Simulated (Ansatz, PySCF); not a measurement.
Molecule: TlI, charge 0, multiplicity 1. 
Geometry from a B3LYP-D3(BJ)/def2-TZVP (Ansatz, a program for electronic structure) optimisation:
```
Tl
I 1 2.8762
```

Property: atomisation energy (electronic, to ground-state atoms), in kcal/mol. Correlated levels leave the core frozen unless marked. Open shells are spin-unrestricted. Spin-orbit coupling is left out. Frozen are the shells of the preceding noble gas and the d and f shells that filled before the atom's block. Past Kr the def2 sets carry scalar-relativistic core potentials. The coupled-cluster limit lacks core correlation, which all-electron functionals hold. CBS(X,Y): correlation extrapolated as X^-3; Hartree-Fock from the larger set.

| level | program | atomisation energy (kcal/mol) | rough core time |
|---|---|---|---|
| PBE-D3(BJ)/def2-TZVPD | Ansatz + dftd3 | 86.2 | under 20 s |
| PBE-D4/def2-TZVPD | Ansatz + dftd4 | 86.5 | under 20 s |
| BLYP-D3(BJ)/def2-TZVPD | Ansatz + dftd3 | 83.6 | under 20 s |
| BLYP-D4/def2-TZVPD | Ansatz + dftd4 | 83.4 | under 20 s |
| revPBE-D3(BJ)/def2-TZVPD | Ansatz + dftd3 | 82.8 | under 20 s |
| TPSS/def2-TZVPD | PySCF | 85.4 | - |
| TPSSh-D3(BJ)/def2-TZVPD | PySCF + dftd3 | 85.9 | - |
| LC-wPBE/def2-TZVPD | Ansatz | 77.4 | under 20 s |
| MP2/def2-TZVPP | Ansatz | 80.2 | - |
| RI-MP2/def2-TZVPPD | Ansatz | 80.6 | under 20 s |
| SCS-MP2/def2-TZVPPD | Ansatz | 78.2 | - |
| CCSD/def2-QZVPPD | Ansatz | 78.2 | - |
| CCSD/CBS(def2-TZVPPD,def2-QZVPPD) | Ansatz | 79.9 | - |
| CCSD(T)/CBS(def2-TZVPP,def2-QZVPP) | Ansatz | 82.8 | 27 s |
| CCSD(T)/CBS(def2-TZVPPD,def2-QZVPPD) | Ansatz | 82.6 | 40 s |

Core times are rough, on shared machines, summed over the molecules involved; a dash marks a level read off another run, or run on other hardware, by another program or under a memory cap.
